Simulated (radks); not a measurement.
Species: Fe3+. Configuration: [Ar] 3d5 (the NIST ground configuration). Method: Dirac Kohn-Sham, BLYP, spin-unpolarised, spherical densities, point nucleus; open shells are shared between the two j in proportion to 2j + 1; computed with a radial shooting solver on a logarithmic mesh with Libxc functionals.

Normalised radial functions P(r) = r R(r) (large component), r in bohr:

r           3s1/2    3p1/2   3d5/2
0.002183   0.0664   0.0015  0.0000
0.003129   0.0922   0.0027  0.0000
0.004485   0.1265   0.0050  0.0000
0.006428   0.1708   0.0093  0.0000
0.009213   0.2251   0.0176  0.0001
0.01321    0.2861   0.0330  0.0003
0.01893    0.3436   0.0611  0.0010
0.02713    0.3767   0.1104  0.0026
0.03889    0.3501   0.1914  0.0071
0.05574    0.2198   0.3118  0.0182
0.07989   -0.0415   0.4623  0.0444
0.1136    -0.3812   0.5911  0.0997
0.1628    -0.6437   0.5970  0.2091
0.2334    -0.5488   0.3387  0.3917
0.3345     0.0471  -0.2219  0.6376
0.4794     0.8520  -0.8641  0.8754
0.6872     1.2465  -1.1772  0.9842
0.985      0.9636  -0.9628  0.8823
1.412      0.4257  -0.4934  0.6211
2.024      0.0987  -0.1470  0.3255
2.9        0.0098  -0.0213  0.1121

3s1/2: eigenvalue -130.93 eV, 2 radial nodes at r = 0.0762, 0.327 bohr, <r> = 0.804 bohr, 90 % of the charge inside 1.20 bohr. 3p1/2: eigenvalue -97.877 eV, 1 radial node at r = 0.295 bohr, <r> = 0.839 bohr, 90 % of the charge inside 1.29 bohr. 3d5/2: eigenvalue -43.126 eV, 0 radial nodes, <r> = 0.994 bohr, 90 % of the charge inside 1.67 bohr.
